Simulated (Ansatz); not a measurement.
Total energies of H₆InO₃P (`[OH][In-]([OH])([OH])[PH3+]`).

Z-matrix (Å, degrees):
```
In
O 1 1.996
O 1 1.996 2 118.8
O 1 1.996 2 118.8 3 158.5
P 1 2.771 2 96.4 3 -100.7
H 2 0.960 1 111.8 3 -8.6
H 3 0.960 1 111.8 2 149.8
H 4 0.960 1 111.7 2 -8.4
H 5 1.410 1 119.1 2 -55.5
H 5 1.410 1 119.0 2 -175.6
H 5 1.410 1 119.0 2 64.5
```

Total charge 0; spin multiplicity 1. Correlated methods include outer-core shells of In, which these sets cover unevenly. In: def2 effective core potential. The geometry is a stationary point of PBE0-D4/def2-TZVP. It is one conformer, not always the lowest. Basis def2-TZVPP, Ansatz 0.2.0.

RPA on PBE orbitals: Hartree–Fock energy of these orbitals -758.10587 Eh, correlation -1.84179 Eh (frozen core).

```csv
functional,energy without D4 (Eh),D4 term (kJ/mol)
LDA (SPW92),-757.70168,–
PBE,-760.53225,-21.7
revPBE,-760.84220,-53.5
BLYP,-760.84711,-44.9
r2SCAN,-760.86796,-5.6
B97M-V,-760.77382,–
PBE0,-760.55634,-18.8
B3LYP,-761.02449,-34.8
r2SCANh,-760.83565,-6.1
r2SCAN0,-760.78922,-6.7
HSE06 (plane-wave form),-760.53754,-17.9
BHLYP,-760.73247,-30.4
CAM-B3LYP,-760.84900,-19.6
LC-ωPBE,-760.73677,–
ωB97X-V,-760.78189,–
ωB97M-V,-760.78184,–
B2PLYP,-760.45148,–
PBE-QIDH,-760.24212,–
```

B3LYP takes the VWN-RPA correlation (the form of Gaussian; ORCA's B3LYP/G). HSE06 is the plane-wave form, built on full-range PBE exchange. The double hybrids freeze the cores in their second-order part.

LC-ωPBE has ω = 0.4 bohr⁻¹.
